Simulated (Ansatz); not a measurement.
Ansatz (a quantum-chemistry and plane-wave program) input:

Ansatz 0.2 input:
```yaml
crystal:
  periodic: [false, false, false]
  atoms:
    - {symbol: Si, position_ang: [0.87544763, 0.80152433, -0.36083825]}
    - {symbol: C, position_ang: [2.01847077, -0.62225650, -0.07881173]}
    - {symbol: Cl, position_ang: [1.68164458, 2.47301546, 0.45862901]}
    - {symbol: N, position_ang: [-0.62844146, 0.54108825, 0.45488042]}
    - {symbol: Si, position_ang: [-1.88405871, -0.59755638, 0.09448727]}
    - {symbol: H, position_ang: [0.64524430, 1.09027887, -1.77955581]}
    - {symbol: H, position_ang: [3.08908541, -0.51805940, -0.06308629]}
    - {symbol: H, position_ang: [1.65533574, -1.62299370, 0.06987361]}
    - {symbol: H, position_ang: [-0.85940145, 1.22148433, 1.16123032]}
    - {symbol: H, position_ang: [-2.64498489, -0.76430165, 1.33180560]}
    - {symbol: H, position_ang: [-1.22537678, -1.83122913, -0.32978956]}
    - {symbol: H, position_ang: [-2.74599020, -0.10094830, -0.98365369]}
basis:
  gaussian:
    orbitals: def2-TZVP
hamiltonian:
  xc: b3lyp
  dispersion: d3bj
magnetization: {spin_polarized: true, initial_magnetization: 1}
relax: {f_tol: 0.002, max_steps: 150}
```

Predict the final energy.

-1136.46001 Eh (B3LYP-D3(BJ)/def2-TZVP). The basis has 215 functions.

It need not be the lowest isomer of its formula.
